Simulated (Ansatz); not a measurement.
Program: Ansatz. Geometries: PBE0-D4/def2-TZVP. ΔE: electronic, gas phase. CCSD(T)/CBS is the MP2 limit (def2-TZVPP, def2-QZVPP) plus CCSD(T) − MP2 in def2-TZVPP, frozen cores. This one scheme is used for every species. Functionals use def2-TZVPP. Elements past krypton have def2 core potentials. For Te outer-core shells are correlated without core-valence functions, which leaves a few kJ/mol of doubt a bond.

`O=C[TeH]` + `CC[SiH3]` → `CC([SiH3])[TeH]` + `C=O`  (formal exchange of groups at a Te–C bond)

Q: Is it downhill or uphill in electronic energy at CCSD(T)/CBS, and by how much? (Best estimate.)

A: Computed: Uphill: ΔE = +22.2 kJ/mol.

Q: What do these levels give: PBE-D4, B2PLYP, PBE, CCSD/def2-TZVPP, CCSD(T)/def2-TZVPP, HF/def2-QZVPP? (Estimate.)

A: Ansatz gave: PBE-D4 50.4, B2PLYP 39.7, PBE 57.1, CCSD/def2-TZVPP 23.0, CCSD(T)/def2-TZVPP 24.5, HF/def2-QZVPP 28.2 kJ/mol.

Largest T1 diagnostic among the species: 0.016.

The D4 term adds −11.0 kJ/mol with B3LYP and −6.0 kJ/mol with PBE0; it sums over pairs of atoms, weighted by their polarisabilities, and B3LYP, whose exchange is more repulsive, gets the larger term. In def2-TZVPP, CCSD(T) changes the Hartree–Fock value by −3.7 kJ/mol (the triples alone add +1.5 kJ/mol) and MP2 by −7.9 kJ/mol. From PBE to PBE0 (25 % exact exchange), in def2-TZVPP and without D4, ΔE moves by −12.2 kJ/mol.

B3LYP here is the variant with VWN-RPA as its local correlation; programs differ in this.
